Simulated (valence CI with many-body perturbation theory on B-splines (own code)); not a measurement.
Values are calculated unless marked as measured or tabulated.
# A CI+MBPT run for S11+

Level of theory: valence CI with perturbative core correlation (CI+MBPT): three valence electrons over a frozen Dirac-Fock core [He], a basis of 6 s, 6 p, 5 d, 3 f, 1 g functions for each j, with the one-electron correlation potential Σ1 (screened to all orders), the two-electron term Σ2, the three-electron term Σ3, Breit, model QED; selected single and double excitations, second order for the rest (own B-spline code, finite nucleus).

Command, and the settings that its task file holds:

```sh
python run_cv.py task.json out
```

```
atom S  Z=16  mass_number=32  rms_radius_fm=3.2611
core [He]
valence 2s2 2p1
avg = 1
basis = S
breit = 1
cap = 10000
capref = 1200
cscale = 1
de = 0.0
dress = 0
eps = 2e-08
h = 0.8
hh = 1
l2 = 3
lcore = 6
maxit = 60
n2 = 5
natural = 1
nlev = 21
nno = [3, 3, 3, 2, 1]
nroot = 26
nsp = [3, 3, 2, 1, 0]
pt2 = 1
qed = 1
rpa = 1
s1 = 1
s2 = 1
s3 = 1
screen = 1
tol = 2e-05
```

It took 9.6 s on 1 thread of Arm Neoverse N1, with other jobs on the host.

Log. The first blocks belong to the next ion, which gives the ionisation energy. Fields: 2J, parity (1 odd), roots, reference size, generating configurations, candidates as configurations/state functions, variational space P, stored matrix elements, Davidson steps; e2 is the range of second-order energies in hartree. The first line gives the box (bohr), its intervals, the orbitals and the steps of their self-consistent field. Window is the range of levels sought, series limit the energy at which the first omitted orbital would enter, core excitation an estimate of the first excitation out of the core, left out the lowest levels not solved, and shifts from estimates the range by which levels moved from their first estimate, all in cm⁻¹.

```
rmax 4.9 intervals 34 orbitals 36 references ['2s2 2p', '2s 2p2', '2p3'] scf 4 t 0.4
2J=0 par=0 roots 2 ref 15 generators 5 cand 92/92 P 107/107 nnz 0 it 0
   second order: generators 12 cand 0/0 e2 -0.00000 -0.00000
reference levels 291, estimated 205, window 2762299 1/cm; series limit 3883388, core excitation 19310834
2J=1 par=1 roots 6 ref 32 generators 13 cand 246/359 P 1743/2568 nnz 8.3e+05 it 3
2J=1 par=1 roots 6 ref 32 generators 21 cand 408/552 P 1829/2690 nnz 9e+05 it 4
   second order: generators 55 cand 1064/1557 e2 -0.00002 -0.00000
2J=3 par=1 roots 8 ref 47 generators 16 cand 849/1722 P 1601/3171 nnz 1.3e+06 it 4
2J=3 par=1 roots 8 ref 47 generators 30 cand 1479/3183 P 1834/3714 nnz 1.8e+06 it 5
   second order: generators 60 cand 1714/3602 e2 -0.00002 -0.00000
2J=1 par=0 roots 8 ref 34 generators 14 cand 251/346 P 1767/2597 nnz 8.4e+05 it 3
2J=1 par=0 roots 8 ref 34 generators 29 cand 811/1161 P 1883/2753 nnz 9.3e+05 it 5
   second order: generators 57 cand 1041/1515 e2 -0.00001 -0.00000
2J=3 par=0 roots 10 ref 45 generators 15 cand 848/1683 P 1677/3357 nnz 1.5e+06 it 5
2J=3 par=0 roots 10 ref 45 generators 31 cand 1298/2821 P 1901/3815 nnz 1.8e+06 it 5
   second order: generators 72 cand 1733/3699 e2 -0.00002 -0.00000
2J=5 par=0 roots 6 ref 39 generators 13 cand 980/2132 P 1555/3384 nnz 1.5e+06 it 5
2J=5 par=0 roots 6 ref 39 generators 22 cand 1225/2943 P 1741/3769 nnz 1.9e+06 it 5
   second order: generators 51 cand 1814/4314 e2 -0.00001 -0.00000
2J=5 par=1 roots 3 ref 36 generators 8 cand 838/1937 P 1508/3233 nnz 1.4e+06 it 4
2J=5 par=1 roots 3 ref 36 generators 13 cand 971/2380 P 1695/3695 nnz 1.8e+06 it 4
   second order: generators 38 cand 1907/4680 e2 -0.00001 -0.00000
2J=7 par=0 roots 2 ref 19 generators 5 cand 576/1273 P 1273/2980 nnz 1.4e+06 it 4
2J=7 par=0 roots 2 ref 19 generators 11 cand 990/2229 P 1380/3207 nnz 1.5e+06 it 4
   second order: generators 27 cand 1591/3675 e2 -0.00001 -0.00000
2J=7 par=1 roots 1 ref 21 generators 3 cand 420/969 P 1233/2772 nnz 1.2e+06 it 3
2J=7 par=1 roots 1 ref 21 generators 3 cand 312/717 P 1314/2981 nnz 1.4e+06 it 3
   second order: generators 25 cand 1575/3769 e2 -0.00001 -0.00001
2J=9 par=1 roots 1 ref 7 generators 1 cand 287/652 P 516/1085 nnz 0 it 0
2J=9 par=1 roots 1 ref 7 generators 6 cand 1109/2479 P 652/1389 nnz 0 it 5
   second order: generators 13 cand 1477/3228 e2 -0.00001 -0.00001
left out: unestimated 3994235, estimated 2951275, shifts from estimates -5 to 9
operators 0.1
```

The Davidson iterations converged. The settings are bad on purpose, so the numbers may not be properties of the ion.

No measured levels were compared; by estimate levels of excited configurations hold to 0.05 to 0.15 % of their energy, terms of the ground configuration to about 0.5 %.

* Valence energy: -70.68754 hartree
* Ionisation energy: 564.35 eV (NIST: 564.41 eV (semi-empirical))
* Reference configurations for the orbitals: 2s2 2p, 2s 2p2, 2p3
* Radial orbitals: 36
* Box radius: 4.864 bohr
* Largest variational space: 3815
* Lowest levels: 2s²2p ²P°_1/2 0, 2s²2p ²P°_3/2 13134, 2s2p² ⁴P_1/2 193650, 2s2p² ⁴P_3/2 198440, 2s2p² ⁴P_5/2 205150, 2s2p² ²D_3/2 346990, 2s2p² ²D_5/2 347260, 2s2p² ²S_1/2 440160, 2s2p² ²P_1/2 465240, 2s2p² ²P_3/2 471880, 2p³ ⁴S°_3/2 609960, 2p³ ²D°_3/2 690200, 2p³ ²D°_5/2 690720, 2p³ ²P°_1/2 774580 cm⁻¹
